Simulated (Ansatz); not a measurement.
Compare A (`O/C=[C](\[AlH2])[SiH3]`) with its isomer B (`[CH3][Al]1[CH2]O[SiH2]1`).

Computed with Ansatz on PBE0-D4/def2-TZVP structures; ΔE is electronic, products minus reactants. CBS: MP2 limit from def2 TZ/QZ plus the TZ coupled-cluster correction, frozen cores. DFT in def2-TZVPP. B3LYP here is the variant with VWN-RPA as its local correlation; programs differ in this. Each species was taken in one conformer, which may not be the lowest.

A:

Z-matrix (Å, degrees):
```
Si
C 1 1.849
H 1 1.490 2 111.5
H 1 1.490 2 111.5 3 -119.1
H 1 1.491 2 110.1 3 120.4
C 2 1.350 1 117.0 3 -120.6
Al 2 1.922 1 122.5 3 59.3
O 6 1.338 2 127.8 1 180.0
H 6 1.091 2 123.3 1 0.0
H 7 1.580 2 123.3 1 0.1
H 7 1.601 2 115.8 1 -179.9
H 8 0.970 6 109.6 2 0.0
```

B:

```xyz
12

C    -1.326   -1.289   -1.564
Al   -0.211   -0.235   -0.360
C    -0.042    0.015    1.621
O     1.010    1.007    1.605
Si    1.528    1.406    0.061
H    -1.592   -2.257   -1.131
H    -0.842   -1.464   -2.528
H    -2.263   -0.758   -1.765
H    -0.915    0.424    2.145
H     0.291   -0.854    2.202
H     2.989    1.132   -0.097
H     1.373    2.872   -0.188
```

Which isomer does CCSD(T)/CBS put lower? Give the gap. (Best estimate.)

The calculation gave: B, by 84.8 kJ/mol.

Give E(B) − E(A) in kJ/mol with PBE0-D4, B3LYP-D4, CCSD/def2-TZVPP, PBE-D4, B3LYP, B2PLYP, HF/def2-TZVPP. (Best estimate.)

Computed: PBE0-D4 -91.9, B3LYP-D4 -76.4, CCSD/def2-TZVPP -82.9, PBE-D4 -88.8, B3LYP -82.0, B2PLYP -81.4, HF/def2-TZVPP -60.4. None reverses the order clearly.

Largest T1 diagnostic: 0.014.

The D4 term adds +5.6 kJ/mol with B3LYP and +3.0 kJ/mol with PBE0; it sums over pairs of atoms, weighted by their polarisabilities, and B3LYP, whose exchange is more repulsive, gets the larger term. In def2-TZVPP, CCSD(T) changes the Hartree–Fock value by −20.3 kJ/mol (the triples alone add +2.2 kJ/mol) and MP2 by −21.1 kJ/mol.
